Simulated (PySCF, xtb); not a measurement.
BeH₃N, SMILES [BeH][NH2].

GFN2-xTB run with xtb at its own geometry gives an orbital gap of 5.76 eV and a dipole moment of 1.91 D.

Geometry: TPSSh-D3(BJ)/def2-TZVPD.

Question: What does r2SCAN/def2-TZVPD (PySCF) give? (Estimate from the structure and the level; the computed values follow.)

Answer: gap 6.03 eV (levels -6.35 and -0.32 eV), dipole 1.55 D.
